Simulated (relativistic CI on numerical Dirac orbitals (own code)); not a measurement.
**One change at a time: Os26+**

Base calculation: Dirac-Coulomb-Breit CI, KLI orbitals optimised for each configuration, model QED (radiative potential, 1s self-energy scaled to tabulated hydrogen-like ionisation energies), unscaled Slater integrals.

Configurations in the expansion (outside the closed core [Ar] 3d10 4p6 4d10): 4s2.4f4, 4s2.4f3.5s, 4s2.4f2.5s2, 4s2.4f3.5p, 4s2.4f2.5s.5p, 4s2.4f3.5d, 4s2.4f2.5p2, 4s2.4f2.5s.5d, 4s2.4f2.5p.5d, 4s2.4f3.5f, 4s2.4f3.6s, 4s2.4f3.6p, 4s.4f3.5s2. Levels of other configurations are missing.

Variants: (1) QED terms removed; (2) only the first configuration. Shifts of the energy above 4s2.4f4 5I_4, in cm⁻¹, for the lowest level and the first level of each name with at least 55 % of one term (blank where a level changes its place among those of its configuration and J or its character, or is not in the variant):

```
       Level     Base    Δ(1)   Δ(2)
4s2.4f4 5I_4      0.0     0.0    0.0
4s2.4f4 5I_5  17287.0   -89.8   -6.5
4s2.4f4 5I_6  31678.2  -141.6   -5.9
4s2.4f4 5I_7  42922.3  -158.1   -5.1
4s2.4f4 5F_1  48686.0   -74.5  -24.3
4s2.4f4 5F_3  56670.6   -86.8   +4.2
4s2.4f4 5G_2  61401.5   -69.9   -4.2
4s2.4f4 5S_2  62864.6  -106.9  -54.3
4s2.4f4 3K_6  65553.7  -139.8   -7.8
4s2.4f4 5F_4  74605.9  -168.0   +4.1
4s2.4f4 5G_4  86800.1  -169.2   +2.5
4s2.4f4 3P_1  95120.0  -176.8   -0.3
4s2.4f4 3P_0  97762.7   -48.9  +55.9
4s2.4f4 3L_8  98185.5  -191.7  -37.6
```

At this charge energies of transitions that change n are usually good to better than 1 %, and those within a shell (Δn = 0) to a few per cent. Terms inside the open d or f shell come out 10 to 20 % too wide with unscaled integrals.

Ionisation energy from the two ground configurations alone: base 843.523 eV. The NIST ASD value (theoretical) is 870 eV. The gap of more than 2 % comes from missing correlation, or from a tabulated value that is itself an estimate.

LS names give the leading component of a level, which can be under half, so a name can repeat, a term be missing and a line seem to break the LS rules.
